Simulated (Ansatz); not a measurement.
`C=C([SiH3])CC` + H₂ → `C=C(C)[SiH3]` + CH₄ at 400 K and 1 bar (hydrogenolysis of a C–C bond).

Gas-phase electronic energies from Ansatz, PBE0-D4/def2-TZVP geometries. CCSD(T)/CBS is the MP2 limit (def2-TZVPP, def2-QZVPP) plus CCSD(T) − MP2 in def2-TZVPP, frozen cores. This one scheme is used for every species. Each species was taken in one conformer, which may not be the lowest.

| species | CCSD(T)/CBS energy (Eh) | H − E (kJ/mol) | S (J/(mol·K)) |
| --- | --- | --- | --- |
| `C=C([SiH3])CC` | -447.28557 | 360.8 | 391.8 |
| H₂ | -1.17544 | 38.0 | 139.0 |
| `C=C(C)[SiH3]` | -408.02495 | 279.4 | 351.5 |
| CH₄ | -40.46206 | 131.3 | 197.2 |

H − E and S are ideal-gas, rigid-rotor, harmonic terms from PBE0-D4/def2-TZVP, for one conformer and one mirror image of each species. The MP2-based limit puts H₂ 0.8 mEh under its directly extrapolated value; such offsets cancel only in part. 1 Eh = 2625.50 kJ/mol, R = 8.31446 J/(mol·K).

Problem. By hand: ΔE, ΔH, ΔS and ΔG.

Solution. ΔE = (-408.02495) + (-40.46206) − (-447.28557) − (-1.17544) = -0.02600 Eh = -68.3 kJ/mol. Δ(H − E) = 279.4 + 131.3 − 360.8 − 38.0 = 11.9, so ΔH = -56.4 kJ/mol. ΔS = 351.5 + 197.2 − 391.8 − 139.0 = 17.9 J/(mol·K). ΔG = -56.4 − 400 × (17.9)/1000 = -63.6 kJ/mol.

Problem. By hand: the equilibrium constant, and the temperature at which ΔG would vanish if ΔH and ΔS stayed fixed.

Solution. log₁₀ K = −ΔG/(RT ln 10) = 8.3. ΔH and −TΔS have one sign here, so there is no such temperature.

ΔH outweighs TΔS. A doubt of 5 kJ/mol in ΔE shifts log₁₀ K by 0.7 here. Other conformers and mirror images would add mixing entropy, several J/(mol·K) or more a flexible species. Modes under 60 cm⁻¹, often nearly free rotors, make the harmonic entropy too high. These are equilibria of isolated gas molecules and say nothing of rates. Largest T1 diagnostic: 0.011 (customary marks: 0.02 for closed shells, 0.045 for open ones).
